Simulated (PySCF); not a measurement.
One of the candidates below gave these computed data.

All candidates are C6H8F2.

- 13C NMR: chemical shifts (computed TMS as zero) by class: 136.1 (1 C), 118.7 (1 C), 112.8 (1 C), 25.7 (1 C), 14.9 (1 C), 13.6 (1 C) ppm [GIAO PBE0/pcSseg-1]
- Rotational structure: rotational constants A, B, C: 2.868, 1.405, 1.050 GHz [GFN2-xTB]
- Dipole: 2.31 D [PBE0/pcSseg-1]
- NMR, other nuclei: isotropic shieldings of nuclei other than C and H, by class: 302 (2 F) ppm [GIAO PBE0/pcSseg-1]
- 1H NMR: chemical shifts (computed TMS as zero) by class: 6.98 (1 H), 2.68 (2 H), 1.46 (3 H), 1.23 (2 H) ppm [GIAO PBE0/pcSseg-1]

The electronic properties come from PySCF, for the isolated species, density fitting. Levels stand in brackets. Isolated species at its GFN2-xTB geometry (one conformer only). NMR values are class means; diastereotopic atoms form classes of their own.

Question: Which candidate is it?
A. `F[C@]12CC[C@](F)(C1)C2`
B. `C#C[C@@H](F)[C@@H](C)CF`
C. `F[C@@H]1CC=C[C@@H](F)C1`
D. `F[C@@H]1C[C@@H](F)[C@H]2C[C@H]21`
E. `CCC1=C(C(F)F)C1`

Answer: E. It is `CCC1=C(C(F)F)C1`. Numbering: `[CH3:1][CH2:2][C:3]1=[C:4]([CH:5]([F:6])[F:7])[CH2:8]1`. Its formula, C6H8F2, gives 2 degrees of unsaturation: 1 ring and 1 π bond in the structure found. 6 carbons fall into 6 classes; from least to most shielded: fully substituted alkene carbon [C3] (136.1 ppm), CHF2 carbon [C5] (118.7 ppm), fully substituted alkene carbon [C4] (112.8 ppm), allylic carbon [C2] (25.7 ppm), methyl carbon [C1] (14.9 ppm), allylic carbon [C8] (13.6 ppm). Hydrogen classes from least to most shielded: 1 H on a CHF2 carbon, C5 (6.98 ppm), 2 H on an allylic carbon, C2 (2.68 ppm), 3 H on a methyl carbon, C1 (1.46 ppm), 2 H on an allylic carbon, C8 (1.23 ppm). The other shieldings belong to: 302 ppm, fluorine of a CF2 group [F6/F7]. The optimised geometry has point group C1 and is an asymmetric top.

The others, at the same levels:
- `F[C@@H]1CC=C[C@@H](F)C1` fails: its computed 13C shifts are 140.0 (1 C), 133.0 (1 C), 88.9 (1 C), 88.5 (1 C), 40.1 (1 C), 37.3 (1 C) ppm, 1H shifts are 6.24 (1 H), 6.23 (1 H), 5.33 (1 H), 5.21 (1 H), 2.75 (1 H), 2.65 (1 H), 2.30 (1 H), 1.60 (1 H) ppm and rotational constant A is 3.058 GHz (against 2.868 GHz).
- `C#C[C@@H](F)[C@@H](C)CF` fails: its computed 13C shifts are 88.1 (1 C), 87.4 (1 C), 86.2 (1 C), 83.2 (1 C), 43.8 (1 C), 9.6 (1 C) ppm, 1H shifts are 5.81 (1 H), 4.72 (1 H), 4.66 (1 H), 2.52 (1 H), 2.21 (1 H), 1.02 (3 H) ppm and rotational constant A is 2.336 GHz (against 2.868 GHz).
- `F[C@]12CC[C@](F)(C1)C2` fails: it has 3 carbon classes against 6; its computed 13C shifts are 90.4 (2 C), 49.7 (2 C), 35.6 (2 C) ppm, 1H shifts are 2.12 (2 H), 1.97 (4 H), 1.84 (2 H) ppm and rotational constant A is 3.918 GHz (against 2.868 GHz).
- `F[C@@H]1C[C@@H](F)[C@H]2C[C@H]21` fails: its computed 13C shifts are 99.5 (1 C), 98.5 (1 C), 41.1 (1 C), 27.5 (1 C), 25.5 (1 C), 7.1 (1 C) ppm, 1H shifts are 5.88 (1 H), 5.24 (1 H), 2.47 (1 H), 1.83 (1 H), 1.72 (1 H), 1.67 (1 H), 0.68 (1 H), 0.40 (1 H) ppm and rotational constant A is 3.314 GHz (against 2.868 GHz).

Each candidate is one conformer, not necessarily the lowest. Dipoles, sizes and rotational constants follow the conformer. The torsions of the flexible species, by atom-mapped SMILES:
- `[CH3:1][CH2:2][C:3]1=[C:4]([CH:5]([F:6])[F:7])[CH2:8]1`: C1–C2–C3–C4 -1°, C3–C4–C5–F6 -103°
- `[CH:1]#[C:2][C@@H:3]([F:4])[C@@H:5]([CH3:6])[CH2:7][F:8]`: C2–C3–C5–C6 -59°, C3–C5–C7–F8 61°

The conformers of `F[C@@H]1CC=C[C@@H](F)C1`, `F[C@]12CC[C@](F)(C1)C2` and `F[C@@H]1C[C@@H](F)[C@H]2C[C@H]21` aren't listed.
